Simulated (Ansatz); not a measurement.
`O[SiH](O)C[SiH](Cl)Cl` and `O[SiH2]C[SiH](O)O` differ in one atom or group.

Ansatz, PBE0-D4/def2-TZVP geometries, multiplicity 1. Each molecule was computed in one conformer, which needn't be the lowest.

| property | `O[SiH](O)C[SiH](Cl)Cl` |
| --- | --- |
| size of the dipole moment (B3LYP/def2-TZVPP) / D | 1.56 |
| size of the dipole moment (ωB97M-V/def2-TZVPP) / D | 1.54 |
| HOMO energy (PBE/def2-TZVPP) / eV | -7.23 |
| HOMO–LUMO gap (B3LYP/def2-TZVPP) / eV | 8.36 |
| HOMO energy (ωB97M-V/def2-TZVPP) / eV | -10.79 |
| HOMO–LUMO gap (PBE/def2-TZVPP) / eV | 6.55 |

Question: Give the same properties after the change, and the shifts. (Best estimate.)

Answer: Ansatz gave: 
```csv
property,`O[SiH2]C[SiH](O)O`,shift
size of the dipole moment (B3LYP/def2-TZVPP) / D,1.66,0.10
size of the dipole moment (ωB97M-V/def2-TZVPP) / D,1.66,0.12
HOMO energy (PBE/def2-TZVPP) / eV,-6.97,0.26
HOMO–LUMO gap (B3LYP/def2-TZVPP) / eV,7.95,-0.41
HOMO energy (ωB97M-V/def2-TZVPP) / eV,-10.58,0.21
HOMO–LUMO gap (PBE/def2-TZVPP) / eV,6.19,-0.36
```

With PBE0 the HOMO rises by 0.25 eV and the LUMO falls by 0.13 eV, so the gap narrows by about 0.38 eV. PBE moves the HOMO by 0.26 eV and ωB97M-V by 0.21 eV. Dipoles are sizes alone; their direction can turn.

B3LYP here is the variant with VWN-RPA as its local correlation; programs differ in this.
